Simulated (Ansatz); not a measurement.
Basis-set series for H5InS, SMILES `[SH2+][InH3-]`. Charge 0, multiplicity 1. In: def2 effective core potential. The structure was optimised at the PBE0-D4/def2-TZVP level.

Z-matrix (Å, degrees):
```
In
S 1 2.849
H 1 1.729 2 94.1
H 1 1.733 2 94.5 3 -119.8
H 1 1.729 2 94.1 3 120.5
H 2 1.343 1 95.5 3 166.5
H 2 1.343 1 95.5 3 73.4
```

| functional | basis | functions | energy (Eh) | HOMO (eV) | LUMO (eV) |
| --- | --- | --- | --- | --- | --- |
| PBE0-D4 | def2-SVP | 69 | -591.01693 | -7.57 | -0.49 |
| PBE0-D4 | def2-QZVPP | 302 | -591.18109 | -7.64 | -0.79 |
| ωB97M-V | def2-SVP | 69 | -591.06255 | -9.72 | 1.06 |
| ωB97M-V | def2-QZVPP | 302 | -591.22872 | -9.85 | 0.41 |

(1) Give the rows for def2-TZVPP. (Estimate.)

## Answers

(1) Computed: 
```json
{"functional": "PBE0-D4", "basis": "def2-TZVPP", "functions": "162", "energy (Eh)": "-591.16674", "HOMO (eV)": "-7.62", "LUMO (eV)": "-0.69"}
{"functional": "ωB97M-V", "basis": "def2-TZVPP", "functions": "162", "energy (Eh)": "-591.21471", "HOMO (eV)": "-9.84", "LUMO (eV)": "0.62"}
```

Positive LUMOs are unbound and depend on the basis.
